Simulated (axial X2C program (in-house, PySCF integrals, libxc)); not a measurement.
**NaSe⁺: bond constants with and without spin–orbit coupling**

Computed with an axial X2C code built on PySCF integrals. Spin-free means the one-electron spin-free X2C Hamiltonian; two-component (2c) means X2C with spin–orbit coupling and atomic mean-field two-electron Coulomb and Gaunt terms, so the difference of the two also holds small scalar two-electron terms. Basis: Se dyall-cv3z [8s9p6d4f1g], Na dyall-cv3z [9s8p5d2f] (cores contracted in-house); Gaussian nuclei, density fitting, unrestricted open shells. Masses: Se 79.917 u, Na 22.990 u.

State, spin-free: M_S = 1, Λ = 0 (beyond evenly filled blocks: π+α, π-α); electrons by block: σα: 11, σβ: 11, π+α: 5, π+β: 4, π-α: 5, π-β: 4, δ+α: 1, δ+β: 1, δ-α: 1, δ-β: 1. Fragments: Se + Na+.

State, 2c: Ω = 1 (⟨Sz⟩ = 0.98, ⟨Lz⟩ = 0.02 at PBE0); electrons by block: 1/2: 15, -1/2: 16, 3/2: 6, -3/2: 5, 5/2: 1, -5/2: 1. Fragments: Se + Na+.

```csv
Hamiltonian,level,Re (Å),ωe (cm⁻¹),ωexe (cm⁻¹),Be (cm⁻¹),αe (cm⁻¹),De (eV),D0 (eV),μ (D)
spin-free,PBE0,2.941,159.0,1.58,0.1092,0.00117,0.636,0.626,8.67
spin-free,HF,3.007,147.9,1.44,0.1044,0.00122,0.544,0.535,9.23
spin-free,MP2,2.959,154.5,1.44,0.1079,0.00122,0.582,0.572,n/a
spin-free,CCSD,2.961,154.6,1.43,0.1077,0.00121,0.577,0.568,n/a
spin-free,CCSD(T),2.959,155.1,1.43,0.1079,0.0012,0.567,0.557,n/a
spin-free,B3LYP,2.951,157.0,n/a,0.1084,0.00118,0.636,0.626,8.64
2c,PBE0,2.944,158.0,1.59,0.109,0.00118,0.594,0.584,8.68
2c,HF,3.012,145.7,1.49,0.1041,0.00124,n/a,n/a,9.27
2c,MP2,2.961,153.7,1.45,0.1077,0.00122,0.474,0.465,n/a
2c,CCSD,2.968,153.2,1.43,0.1072,0.00117,0.488,0.479,n/a
2c,CCSD(T),2.963,153.6,1.43,0.1075,0.0012,0.470,0.461,n/a
2c,B3LYP,2.955,155.3,n/a,0.1082,0.00119,0.539,0.530,8.67
```

Correlated methods: 14 electrons correlated (number of frozen shells: Se 3 s, 2 p, 1 d; Na 1 s), 236 virtual spin orbitals or spinors in MP2, 90 natural virtuals in coupled cluster.

Dipoles are positive if Na is the positive end and refer to the centre of mass.

The state is one determinant whose occupation by symmetry is held fixed; it was picked as the lowest of a PBE0 search that is not exhaustive. Dissociation energies refer to the lowest single-determinant-based atoms at the same level and basis. De is not given where an atomic determinant may have missed its ground term or J level, or where the truncated virtual space spoils (T). Density functionals use the spin component along the axis (collinear). CCSD and (T) use frozen natural virtuals with an MP2 correction for the truncation; (T) itself is uncorrected, so its De runs slightly low. Without a current term, density functionals place determinants with orbital angular momentum somewhat too high. With several unpaired electrons one determinant need not be a pure state. Open-shell Ω = 0 determinants with evenly filled partner blocks cannot be reached by this program, so the Ω shown need not be the lowest component. This is the Ω = 1 component of a π² triplet; the 0⁺ component is not one determinant and can lie lowest.

Rough cost a point (2c) on 1 thread(s) of a shared host, integrals apart: PBE0 0.4 s, HF 0.4 s, CCSD(T) 7 s, B3LYP 0.5 s.
